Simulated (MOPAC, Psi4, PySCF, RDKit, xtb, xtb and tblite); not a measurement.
Two geometries of C10H6N2S, SMILES c1c(-c2c(ccs2)C#N)ccnc1, singlet, relaxed at GFN2-xTB with one dihedral held; other torsions can differ between them too.

Structure A

```
19

N      1.1866    -3.2910     0.1755
C      1.3576    -2.1560     0.1591
C      1.6751    -0.7870     0.1474
C      3.0341    -0.3779     0.2382
C      3.1726     0.9685     0.2133
S      1.6652     1.7779     0.0794
C      0.7928     0.2755     0.0537
C     -0.6516     0.2801    -0.0537
C     -1.4074    -0.8957    -0.0792
C     -2.7848    -0.7988    -0.1835
N     -3.4388     0.3468    -0.2618
C     -2.7294     1.4627    -0.2385
C     -1.3510     1.4891    -0.1371
H      3.8496    -1.0742     0.3175
H      4.0758     1.5432     0.2658
H     -0.9371    -1.8626    -0.0194
H     -3.3975    -1.6900    -0.2056
H     -3.2980     2.3809    -0.3043
H     -0.8217     2.4302    -0.1223
```

Structure B

```
19

N      0.8062    -3.1479     0.1833
C      1.1897    -2.0677     0.1590
C      1.6655    -0.7447     0.1361
C      3.0408    -0.3879     0.2231
C      3.2227     0.9518     0.1852
S      1.7389     1.8173     0.0391
C      0.8364     0.3458     0.0156
C     -0.6275     0.3322    -0.0540
C     -1.2910     0.5171    -1.2635
C     -2.6750     0.4529    -1.2707
N     -3.3994     0.2203    -0.1909
C     -2.7678     0.0342     0.9542
C     -1.3887     0.0743     1.0826
H      3.8318    -1.1106     0.3104
H      4.1434     1.4981     0.2353
H     -0.7380     0.7084    -2.1704
H     -3.2321     0.5915    -2.1877
H     -3.3989    -0.1585     1.8115
H     -0.9138    -0.0887     2.0378
```

### Question
Which is lower in energy at the level PBE0-D3(BJ)/def2-SVP // GFN2-xTB in Psi4 1.11, and by how much?

### Answer
A is lower, by 11.19 kJ/mol (dihedral S6–C7–C8–C9: 180° in A, 80° in B).

E(B) − E(A) in kJ/mol at the other levels, on the same two geometries: GFN2-xTB (xtb and tblite) 14.86; MMFF94 // GFN2-xTB (RDKit) -23.42; PBE0/def2-SVP // GFN2-xTB (Psi4) 10.81; PBE/def2-SVP // GFN2-xTB (Psi4) 14.15; PBE-D3(BJ)/def2-SVP // GFN2-xTB (Psi4) 14.95; UFF // GFN2-xTB (RDKit) -15.32; PM7, restricted, heats of formation // GFN2-xTB (MOPAC) -11.75; PM3, restricted, heats of formation // GFN2-xTB (MOPAC) -6.81; GFN1-xTB // GFN2-xTB (xtb) 15.16; restricted B3LYP/6-31G*, spherical d, density fitting // GFN2-xTB (PySCF) 7.85.
